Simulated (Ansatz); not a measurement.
Born–Oppenheimer molecular dynamics of ClGe2H7O (11 atoms, charge 0, multiplicity 1). It starts at the highest image of a converged band. Of that band: Neighbouring images differ by up to 2.1 eV, so the band resolves the path poorly. A vibrational analysis at the climbing image gives one clearly imaginary mode, 1250i cm⁻¹: a first-order saddle point.

The calculation used Ansatz, RKS PBE-D4/def2-SVP.

* ensemble: NVE (velocity Verlet)
* time step: 0.5 fs
* steps asked: 200
* starting velocities drawn for: 300 K
* seed: 4790

First frame:

```xyz
11
Properties=species:S:1:pos:R:3
Ge 0.096 -0.290 0.061
Ge 0.181 0.117 2.754
H -1.111 -0.202 3.556
H 1.393 -0.504 3.519
H 0.378 1.659 2.763
H 1.598 0.018 -0.076
O -1.341 0.777 0.210
H -1.836 0.674 -0.633
Cl -0.457 -1.006 -2.019
H 0.120 -2.030 0.529
H 0.066 -1.407 1.365
```

(1) How far do the bonds stretch over the last three quarters of this one trajectory? (Pairs bonded in most of those frames.)

Answers

(1) 
| bond | mean (Å) | spread (Å) | shortest | longest |
| --- | --- | --- | --- | --- |
| Ge1–H6 | 1.547 | 0.014 | 1.51 | 1.58 |
| Ge1–O7 | 1.813 | 0.029 | 1.76 | 1.85 |
| Ge1–Cl9 | 2.190 | 0.059 | 2.11 | 2.29 |
| Ge1–H10 | 1.571 | 0.110 | 1.40 | 1.73 |
| Ge2–H3 | 1.555 | 0.024 | 1.52 | 1.60 |
| Ge2–H4 | 1.557 | 0.017 | 1.52 | 1.58 |
| Ge2–H5 | 1.544 | 0.058 | 1.45 | 1.65 |
| Ge2–H11 | 1.587 | 0.150 | 1.36 | 1.80 |
| O7–H8 | 0.978 | 0.004 | 0.97 | 0.99 |

Pairs bonded in part of these frames only: Ge1–Ge2 6 %.

Mean temperature of the second half: 1821 K. The conserved energy stayed within 0.41 meV per atom of its start (net change -0.09 meV per atom), so the integration is sound. The kinetic energy rose, since the run started high on the potential surface and went downhill. It ends in pieces (ClGeH3O + GeH4), so much of that is their flight and rotation, not heat. A run of 0.1 ps of so small a system gives no equilibrium averages. The orbitals stay closed-shell, which can raise the energy where a bond breaks towards radicals; this wasn't checked here.

Time of the run: 5 min on 4 threads of Arm Neoverse V1 (shared host), peak memory 0.23 GiB.
